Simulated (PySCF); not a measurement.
Problem. Write Cartesian coordinates for `C=C(C)C=[Te]` as optimised with PBE0-D3(BJ)/def2-SVP.

Solution. 
```
atom  x, y, z in Å
C1    -0.6901    1.4678    0.0744
C2    -0.0825    0.2695   -0.1066
C3    -0.6130   -0.9860    0.5147
C4     1.1090    0.2396   -0.9228
Te5    2.2258   -1.3351   -1.3716
H6    -1.5950    1.5657    0.6802
H7    -0.2899    2.3776   -0.3813
H8     0.1302   -1.4231    1.1995
H9    -0.8073   -1.7488   -0.2550
H10   -1.5403   -0.7940    1.0712
H11    1.4177    1.2102   -1.3310
```

Orientation and origin are arbitrary. Atoms count from 1 in this order. The 3 C–C bonds span 1.356 Å (C1=C2, drawn double) to 1.498 Å (C2–C3, drawn single), a spread of 0.142 Å. The 5 heavy atoms lie in one plane (0.001 Å rms). Of the pairs four or more bonds apart, H7···H11 is among the closest relative to their van der Waals radii: 2.28 Å, 95 % of the sum of Bondi's values.

Bonds between heavy atoms (Å): C1=C2 1.356, C2–C3 1.498, C2–C4 1.445, C4=Te5 1.982.

Method: PySCF, PBE0-D3(BJ)/def2-SVP geometry optimisation, gas phase, def2 core potentials past Kr.

Not checked by PBE0-D3(BJ)/def2-SVP frequencies. The numbers are those of one conformer (C1–C2–C4–Te5 180°).
